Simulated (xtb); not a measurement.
CH4CdO2, SMILES C[O][Cd][OH]. All values are semi-empirical tight-binding results from xtb (GFN2-xTB unless named), good for trends rather than for accurate numbers. Geometry optimised at GFN2-xTB. The structure was generated by enumeration; whether it is a known compound was not checked. The values are those of a single conformer.

Optimised geometry:

Bonded distances (Å): Cd1–O2 1.932, Cd1–O4 1.972, O2–H3 0.961, O4–C5 1.400, C5–H6 1.100, C5–H7 1.096, C5–H8 1.102. Angles (°): O2–Cd1–O4 124.2, Cd1–O2–H3 116.3, Cd1–O4–C5 122.9, O4–C5–H6 112.3, O4–C5–H7 106.3, O4–C5–H8 112.8, H6–C5–H7 108.0, H6–C5–H8 109.3, H7–C5–H8 107.9.
Charge 0, spin multiplicity 1.

A frequency run showed that this geometry is not a minimum.

For metal compounds this method's bond lengths and energies can be far off.

```
Item           Value
-----------  -------
orbital gap  2.81 eV
```

Problem. Give the atomic charges and the Wiberg bond orders between heavy atoms. (Estimate from the structure and the level; the computed values follow.)

Solution. charges (e) Cd1 0.48, O2 -0.55, H3 0.30, O4 -0.41, C5 0.05, H6 0.03, H7 0.06, H8 0.03. Bond orders Cd1–O2 0.89, Cd1–O4 0.80, O4–C5 1.02.
